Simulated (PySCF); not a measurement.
# Working with the constants of CuI

RHF-CCSD(T) constants of CuI, ¹Σ⁺ (singlet), closed shell (PySCF, scalar-relativistic core potentials, basis sets Cu def2-TZVPP, I def2-TZVPP with ECP28; masses 62.9296 and 126.9045 u):

```
ωe                      : 251.2 cm⁻¹
ωexe                    : 0.631 cm⁻¹
Be                      : 0.07023 cm⁻¹
αe                      : 0.000261 cm⁻¹
D (centrifugal)         : 2.2e-08 cm⁻¹
De to Cu (3d10 4s1) + I : 2.96 eV
```

Question: Give the band origin of the fundamental and the first lines of its P and R branches.

Answer: ν0 = ωe − 2ωexe = 249.9 cm⁻¹, B0 = 0.070099, B1 = 0.069838 cm⁻¹.

```csv
J″,P(J″) − ν0,R(J″) − ν0
0,,0.140
1,-0.140,0.279
2,-0.281,0.417
3,-0.422,0.556
4,-0.564,0.693
5,-0.706,0.830
6,-0.849,0.967
```

Question: Near which J would the R branch turn back, without centrifugal distortion?

Answer: At J ≈ (B0 + B1)/(2(B0 − B1)) − 1 ≈ 270.

Measured values (Huber and Herzberg, Constants of Diatomic Molecules (1979)): ωe = 264.5 cm⁻¹, ωexe = 0.6 cm⁻¹, Be = 0.07328742 cm⁻¹, αe = 0.000283903 cm⁻¹.

Correlated steps freeze 9 core orbitals. Spin–orbit coupling is left out, which matters for elements this heavy, above all for dissociation energies. Where the molecule has an RHF reference, its open-shell atoms are computed with UHF.
